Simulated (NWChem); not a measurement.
C₂H₅ClOSi; SMILES Cl[SiH]1COC1

```xyz
10

Cl    -0.1561    -2.0877     0.0000
Si     0.5763    -0.1356     0.0000
C     -0.1308     1.2011    -1.1454
O     -0.0351     2.0998     0.0000
C     -0.1308     1.2011     1.1454
H      2.0575    -0.2272     0.0000
H      0.4572     1.5969    -1.9779
H     -1.1732     1.0648    -1.4658
H     -1.1732     1.0648     1.4658
H      0.4572     1.5969     1.9779
```
Atoms are numbered in this order, from 1.

Computed with NWChem. Pople sets run with spherical d functions. The geometry was optimised at B3LYP/6-31G* (spherical d). Level: B3LYP/6-31G* with SMD (1 M gas to 1 M solution), gas-phase geometry. Reactions with the solvent are ignored.

Question: Predict the results for solvent water. Quantities: solvation free energy (kcal/mol); cavity-dispersion-structure term (kcal/mol); dipole in solution (D).

Answer: The solvation free energy (kcal/mol) is -2.0 and the cavity-dispersion-structure term (kcal/mol) is 3.0. The dipole in solution (D) is 0.44.
